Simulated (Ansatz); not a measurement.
Coupled-cluster diagnostics for Na₂Se (the lowest singlet isomer of a short search), Ansatz.

Geometry of the singlet (PBE-D4/def2-TZVP):

```
atom   x (Å)   y (Å)   z (Å)
 Na1  -1.212   1.685   0.479
 Na2   0.282  -2.069  -0.422
 Se3   0.930   0.384  -0.057
```

Correlated methods freeze 11 core orbitals; core or outer-core shells of Na, Se are correlated, in sets that lack core-valence functions. In CCSD on the charge -1 doublet the largest single amplitude is 0.23, so its Hartree–Fock determinant may place the open shell otherwise than the density functionals do. At PBE0-D4/def2-TZVP a singlet of charge 0 lies 1.29 eV below the triplet, each at its own geometry. At PBE0-D4/def2-TZVP a singlet of charge 0 lies 4.38 eV below the quintet, each at its own geometry. The structure comes from a short search, and lower isomers may exist.

Geometry of the charge 0 triplet (PBE-D4/def2-TZVP):

```
atom    x (Å)    y (Å)    z (Å)
 Na1  -1.1400  -1.2047  -0.7516
 Na2   1.6081   0.6350  -0.5716
 Se3  -0.4680   0.5697   1.3232
```

Geometry of the charge 0 quintet (PBE-D4/def2-TZVP):

| atom | x (Å) | y (Å) | z (Å) |
| --- | --- | --- | --- |
| Na1 | -2.599 | 2.179 | -1.442 |
| Na2 | 2.602 | -2.174 | 1.444 |
| Se3 | -0.003 | -0.004 | -0.002 |

(1) Estimate the CCSD(T) correlation energy, the shares of MP2 and (T), T1 and the reference's ⟨S²⟩ for: charge 0, singlet, own geometry in def2-TZVPP; charge 0, singlet, own geometry in def2-TZVPD; charge 0, triplet, own geometry in def2-TZVPP; charge 0, quintet, own geometry in def2-TZVPP; charge 1, doublet, vertical in def2-TZVPP; charge -1, doublet, vertical in def2-TZVPD; and the rough time on 4 threads of Arm Neoverse V1 on a shared host.

Results:

(1) 
```csv
state,basis,correlation (eV),MP2 share (%),(T) share (%),T1,⟨S²⟩ (pure),wall time
"charge 0, singlet, own geometry",def2-TZVPP,-17.573,95.4,2.7,0.011,0.00 (0.00),2.6 s
"charge 0, singlet, own geometry",def2-TZVPD,-17.646,95.4,2.7,0.011,0.00 (0.00),3.8 s
"charge 0, triplet, own geometry",def2-TZVPP,-16.632,94.4,2.2,0.011,2.01 (2.00),10 s
"charge 0, quintet, own geometry",def2-TZVPP,-15.755,94.2,1.9,0.010,6.01 (6.00),9.5 s
"charge 1, doublet, vertical",def2-TZVPP,-16.425,94.7,2.1,0.007,0.76 (0.75),9.5 s
"charge -1, doublet, vertical",def2-TZVPD,-17.844,95.0,2.9,0.036,0.76 (0.75),27 s
```
Customary marks for T1 are 0.02 (closed shells), 0.045 (open shells) and about 0.05 (3d metals). T1 exceeds 0.02 in 1 of 6 rows and 0.045 in 0; the higher it lies, the less the single-reference result can be trusted.
